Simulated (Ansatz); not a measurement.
`CB(C)S`, relaxed with RKS PBE0-D4/def2-TZVP in Ansatz 0.2.0 from a PBE-D4/def2-SVP geometry. The force threshold is 0.005 eV/Å; the program also tests the step.

Charge 0, multiplicity 1.

Start:

```xyz
11

C    -0.673   -1.089    0.414
B     0.092    0.275    0.199
C     0.679    0.673   -1.212
S     0.332    1.474    1.530
H    -0.150   -1.927   -0.094
H    -1.665   -1.013   -0.087
H    -0.857   -1.373    1.469
H     1.077    1.704   -1.291
H     1.507   -0.030   -1.463
H    -0.083    0.527   -2.009
H    -0.259    0.781    2.545
```

```
        step  energy (eV)  largest force (eV/Å)  largest move (Å)
           1  -13695.2779                 0.527             0.000
           2  -13695.3121                 0.179             0.022
           3  -13695.3156                 0.039             0.010
4 (rejected)  -13695.3155                 0.060             0.012
           5  -13695.3156                 0.014             0.005
           6  -13695.3157                 0.002             0.008
           7  -13695.3157                 0.005             0.008
           8  -13695.3157                 0.009             0.010
           9  -13695.3157                 0.007             0.008
          10  -13695.3157                 0.006             0.004
          11  -13695.3157                 0.004             0.001
```

End:

```xyz
11

C    -0.669   -1.082    0.408
B     0.091    0.271    0.194
C     0.681    0.662   -1.205
S     0.317    1.462    1.519
H    -0.180   -1.903   -0.125
H    -1.666   -0.988   -0.042
H    -0.810   -1.376    1.449
H     1.058    1.683   -1.281
H     1.509   -0.017   -1.442
H    -0.062    0.507   -1.994
H    -0.270    0.782    2.518
```

Hardware: 2 threads of a server CPU on a shared host. Wall time 45 s, peak host memory 0.38 GiB.
